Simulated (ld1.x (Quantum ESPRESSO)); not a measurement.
**Transferability test, TM potential for chromium (Cr)**

```json
{"Element": "chromium (Cr)", "Generator": "ld1.x (Quantum ESPRESSO) 7.5", "Type": "norm-conserving Troullier–Martins (Kleinman–Bylander form)", "Functional": "PBEsol", "Relativity": "scalar-relativistic", "Frozen core": "[Ar]", "Valence charge": "6", "Reference configuration": "3d5.5 4s0.5 4p0", "Partial waves": "4s (bound): rc 2.90 bohr; 4p (bound, empty): rc 4.10 bohr; 3d (bound): rc 1.35 bohr", "Local potential": "the d channel", "Core correction": "a·sin(br)/r model core inside 1.35 bohr"}
```

Energies are relative to the spin-unpolarised reference configuration 3d5.5 4s0.5 4p0; without spin polarisation the order of configurations can differ from experiment.

Task: Give the all-electron excitation energy and the error of the potential for: 3d5 4s1 4p0; 3d5 4s0 4p0; 3d4 4s0 4p0; 3d5 4s0 4p1; 3d2 4s0 4p0; 3d4 4s2 4p0; 3d4 4s1 4p0.

Result:

```
valence configuration  charge  ΔE all-electron (eV)  error AE − PS (meV)
          3d5 4s1 4p0       0                -0.723                  -11
          3d5 4s0 4p0      +1                 6.150                 +4.0
          3d4 4s0 4p0      +2                22.164                 -138
          3d5 4s0 4p1       0                 2.420                 -2.7
          3d2 4s0 4p0      +4               101.187                -3175
          3d4 4s2 4p0       0                -0.817                 -180
          3d4 4s1 4p0      +1                 7.286                 -114
```

Note: ghost states, extra bound levels that the all-electron valence spectrum of the same l lacks: s at -228.7 eV, p at -95.5 eV. A true bound ghost makes a file unfit for plane-wave use.
